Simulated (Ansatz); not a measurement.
`FC[SiH2][SiH2]F` + `BN[SiH3]` → `BN([SiH3])[SiH2]F` + `FC[SiH3]`  (cleavage of the Si–Si bond)

Program: Ansatz. Geometries: PBE0-D4/def2-TZVP. ΔE: electronic, gas phase. CCSD(T)/CBS adds triple-zeta CCSD(T) − MP2 to the extrapolated MP2 energy (def2 sets, frozen cores). DFT in def2-TZVPP. Each species was taken in one conformer, which may not be the lowest.

CCSD(T)/CBS gives -70.1 kJ/mol.

Another level gave -71.2 kJ/mol. Which?
A. HF/def2-TZVPP
B. r2SCAN/def2-TZVPP
C. CCSD/def2-TZVPP
D. PBE0-D4/def2-TZVPP

C. CCSD/def2-TZVPP -71.2, HF/def2-TZVPP -77.6, PBE0-D4 -53.5, r2SCAN -60.1 kJ/mol.

Largest T1 diagnostic among the species: 0.012.

From PBE to PBE0 (25 % exact exchange), in def2-TZVPP and without D4, ΔE moves by −8.1 kJ/mol. The D4 term adds −5.0 kJ/mol with B3LYP and −2.5 kJ/mol with PBE0; it sums over pairs of atoms, weighted by their polarisabilities, and B3LYP, whose exchange is more repulsive, gets the larger term.

B3LYP here is the variant with VWN-RPA as its local correlation; programs differ in this.
